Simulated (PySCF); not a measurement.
Computed with B3LYP in PySCF with Ge def2-TZVP, S def2-TZVP; no relativity; density-fitted integrals. Open shells, if any, are unrestricted.

Problem. What shape and geometry does isolated singlet GeS2 take (every ligand bound to Ge)?

Solution. Counting electrons, germanium keeps none of its valence electrons outside its bonds, so the VSEPR class is AX2 and the expected shape is linear (D∞h), as computed. The lowest minimum found is a singlet of D∞h symmetry with Ge–S 2.011 Å (×2); S–Ge–S 180.0°. Its harmonic wavenumbers are 126 (πu), 475 (σg+), 647 (σu+) cm⁻¹ and its dipole moment is 0.00 D.
